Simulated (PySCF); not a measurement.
C5H13MgN (SMILES C[CH](C)[Mg][N](C)C), singlet, geometry from GFN2-xTB (such geometries of metal compounds can be far from the true shape) (in this run its highest filled SCF level lies above zero, so its values depend strongly on the basis, on diffuse functions most of all), atoms displaced at random by about 0.08 Å a coordinate. Base run: PBE/STO-3G, gradient in PySCF.

Here is a job for PySCF.
```python
from pyscf import gto, scf, dft

mol = gto.Mole()
mol.atom = '''
    Mg   -1.02147408   -0.22583917    0.82727645
    C    -1.07650518   -0.74533254   -1.29453142
    C     0.37157821   -1.40748644   -1.60816507
    C    -1.13665838    0.69951490   -2.18720211
    H    -1.95754126   -1.35393113   -1.60418324
    H     0.45574068   -1.49817074   -2.80997385
    H     1.09295744   -0.79267596   -1.32713120
    H     0.27732443   -2.30750697   -1.35500997
    H    -2.02308930    1.31572966   -2.10619799
    H    -1.06854561    0.58256065   -3.29279725
    H    -0.16123029    1.39069403   -1.75257014
    N     0.60656879    0.59176536    1.66875412
    C     1.07245498    1.73404703    1.10504796
    C     1.52796074   -0.45941602    1.80608218
    H     1.58707404    2.17647018    1.85332629
    H     1.42686156    1.63506593    0.16428142
    H     0.14359310    2.42577066    0.82765528
    H     2.26560299   -0.58167797    0.98726423
    H     2.25853739   -0.07262393    2.68233912
    H     1.30568182   -1.35878106    2.17160085
'''
mol.basis = 'sto-3g'
mol.verbose = 4
mol.build()

mf = dft.RKS(mol)
mf.xc = 'pbe'
mf.kernel()
g = mf.nuc_grad_method()
grad = g.kernel()
```

The coordinate followed is y of atom 9.

Variants of this job, named by their change:

```json
[
 {"change": "base", "dE/dx (Eh/bohr)": "-0.008015", "net force (Eh/bohr)": "0.000093"},
 {"change": "grids.level = 5; grid_response = off", "dE/dx (Eh/bohr)": "-0.008014", "net force (Eh/bohr)": "0.000011"},
 {"change": "finite difference step (bohr) = 0.05; conv_tol = 1e-11", "dE/dx (Eh/bohr)": "-0.008016", "net force (Eh/bohr)": "-"},
 {"change": "grids.level = 0; grid_response = on", "dE/dx (Eh/bohr)": "-0.008769", "net force (Eh/bohr)": "0.000000"},
 {"change": "finite difference step (bohr) = 0.2; conv_tol = 1e-11", "dE/dx (Eh/bohr)": "-0.008199", "net force (Eh/bohr)": "-"},
 {"change": "grid_response = on", "dE/dx (Eh/bohr)": "-0.008003", "net force (Eh/bohr)": "0.000000"},
 {"change": "density fitting = on; auxbasis_response = off", "dE/dx (Eh/bohr)": "-0.008053", "net force (Eh/bohr)": "0.000743"},
 {"change": "conv_tol = 1e-11", "dE/dx (Eh/bohr)": "-0.008015", "net force (Eh/bohr)": "0.000093"},
 {"change": "grids.level = 0; grid_response = off", "dE/dx (Eh/bohr)": "-0.008430", "net force (Eh/bohr)": "0.011752"},
 {"change": "grids.level = 5; grid_response = on", "dE/dx (Eh/bohr)": "-0.008014", "net force (Eh/bohr)": "0.000000"},
 {"change": "grids.level = 1; grid_response = off", "dE/dx (Eh/bohr)": "-0.008002", "net force (Eh/bohr)": "0.000350"},
 {"change": "finite difference step (bohr) = 1e-3; conv_tol = 1e-11", "dE/dx (Eh/bohr)": "-0.008003", "net force (Eh/bohr)": "-"}
]
```

The net force is zero for an exact gradient.
